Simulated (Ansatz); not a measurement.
`C[O][Zn][Cl]`. Total charge 0; spin multiplicity 1.

```xyz
7

C     0.3064    0.6738   -0.8327
O     0.6647   -0.4129   -0.0220
Zn   -0.3078   -1.1259    1.2643
Cl   -1.3348   -2.0752    2.8089
H     1.1283    0.8677   -1.5298
H    -0.5936    0.4787   -1.4302
H     0.1369    1.5939   -0.2585
```

**Question.** List the harmonic frequencies (cm⁻¹, unscaled) at PBE0-D4/def2-TZVP in Ansatz. (Best estimate.)

**Answer.** Ansatz gave: 80, 84, 141, 225, 403, 627, 1140, 1172, 1196, 1480, 1495, 1495, 2990, 3043, 3075.

**Question.** Is this a minimum?

**Answer.** Yes, all 15 modes are real.

**Question.** Give the ideal-gas thermochemistry at 298.15 K and 1 bar (rigid rotor, harmonic oscillator; point group Cs, symmetry number 1).

**Answer.** Zero-point energy 111.5 kJ/mol; H(298) − E = 129.9 kJ/mol; entropy 334.9 J/(mol·K), of which translation 169.7, rotation 106.9, vibration 58.3; G(298) − E = 30.1 kJ/mol. Modes under 100 cm⁻¹ are hindered rotations or soft bends, so the harmonic entropy is rough.

**Question.** And at 400, 500, 600, 800 and 1000 K?

**Answer.** 
```
T (K)  H − E (kJ/mol)  S (J/mol/K)  G − E (kJ/mol)
  400           138.5        359.5            -5.3
  500           147.8        380.2           -42.3
  600           157.9        398.6           -81.3
  800           180.1        430.4          -164.3
 1000           204.3        457.5          -253.1
```
